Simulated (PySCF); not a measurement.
Changes within a family of molecules, several properties at once.

PySCF, B3LYP/def2-SVPD, density fitting, gas phase; each molecule at its own PBE0-D3(BJ)/def2-SVP geometry, one conformer. Singlet excitations by full TDDFT with frozen cores and triplets by Tamm–Dancoff TDDFT. 

Reference: `[H][Sn]([CH3])([CH3])[CH3]`, with HOMO energy -7.65 eV, LUMO energy 0.06 eV, lowest singlet excitation 6.87 eV, lowest triplet excitation 6.55 eV, mean polarisability 81.7 au and dipole moment 0.57 D.

Changes against it:

| molecule | Δ HOMO energy (eV) | Δ LUMO energy (eV) | Δ lowest singlet excitation (eV) | Δ lowest triplet excitation (eV) | Δ mean polarisability (au) | Δ dipole moment (D) |
| --- | --- | --- | --- | --- | --- | --- |
| C[N](C)[Sn]([CH3])([CH3])[CH3] | +2.22 | -0.23 | -2.36 | -2.18 | +32.5 | +0.41 |
| [CH3][Sn]([CH3])([CH3])[Br] | +0.27 | -0.70 | -1.11 | -1.22 | +21.1 | +2.87 |
| [CH3][Sn]([CH3])([CH3])[NH2] | +1.10 | -0.36 | -1.48 | -1.57 | +7.3 | +0.66 |
| [CH3][Sn]([CH3])([CH3])[c]1ccccc1 | +0.78 | -0.62 | -1.58 | -2.45 | +66.5 | -0.36 |
| CC(C)[O][Sn]([CH3])([CH3])[CH3] | +0.91 | -0.34 | -1.15 | -1.07 | +38.9 | +1.40 |
| CC(C)[NH][Sn]([CH3])([CH3])[CH3] | +1.80 | -0.19 | -1.91 | -1.82 | +43.3 | +0.10 |
| [CH3][Sn]([CH3])([CH3])[OH] | +0.33 | -0.51 | -0.91 | -1.02 | +1.9 | +1.68 |
| CC[O][Sn]([CH3])([CH3])[CH3] | +0.92 | -0.35 | -1.21 | -1.13 | +27.3 | +1.52 |
| C[S][Sn]([CH3])([CH3])[CH3] | +1.53 | -0.40 | -2.00 | -2.00 | +33.8 | +1.61 |

Rows whose labels were lost:

```json
{"row": "P", "Δ HOMO energy (eV)": "+0.57", "Δ LUMO energy (eV)": "-0.34", "Δ lowest singlet excitation (eV)": "-0.77", "Δ lowest triplet excitation (eV)": "-0.96", "Δ mean polarisability (au)": "+37.2", "Δ dipole moment (D)": "+0.51"}
{"row": "Q", "Δ HOMO energy (eV)": "+0.81", "Δ LUMO energy (eV)": "-0.97", "Δ lowest singlet excitation (eV)": "-1.92", "Δ lowest triplet excitation (eV)": "-1.99", "Δ mean polarisability (au)": "+36.5", "Δ dipole moment (D)": "+2.72"}
{"row": "R", "Δ HOMO energy (eV)": "+2.25", "Δ LUMO energy (eV)": "-0.21", "Δ lowest singlet excitation (eV)": "-2.34", "Δ lowest triplet excitation (eV)": "-2.14", "Δ mean polarisability (au)": "+43.8", "Δ dipole moment (D)": "+0.23"}
```

**Question.** Which row belongs to which of `CC[N](C)[Sn]([CH3])([CH3])[CH3]`, `[CH3][Sn]([CH3])([CH3])[I]` and `[CH3][Sn]([CH3])([CH3])[GeH3]`?

**Answer.** P = `[CH3][Sn]([CH3])([CH3])[GeH3]`, Q = `[CH3][Sn]([CH3])([CH3])[I]` and R = `CC[N](C)[Sn]([CH3])([CH3])[CH3]`. P and Q are told apart most clearly by the dipole moment (+0.51 against +2.72 D); P and R are told apart most clearly by the HOMO energy (+0.57 against +2.25 eV); Q and R are told apart most clearly by the dipole moment (+2.72 against +0.23 D); R comes close to the labelled row of `C[N](C)[Sn]([CH3])([CH3])[CH3]` in every column.

**Question.** Fit a straight line for the change of the HOMO energy against that of the lowest singlet excitation over the labelled rows, and test it on P, Q and R.

**Answer.** Over the 9 labelled rows the slope is -1.25 eV/eV, the intercept -0.81 eV, r = -0.93 and the standard error 0.25 eV. P: predicted +0.15, computed +0.57 eV; Q: predicted +1.59, computed +0.81 eV; R: predicted +2.12, computed +2.25 eV. The mean miss is 0.44 eV, against 0.66 eV for guessing the labelled rows' mean: the line helps only a little.
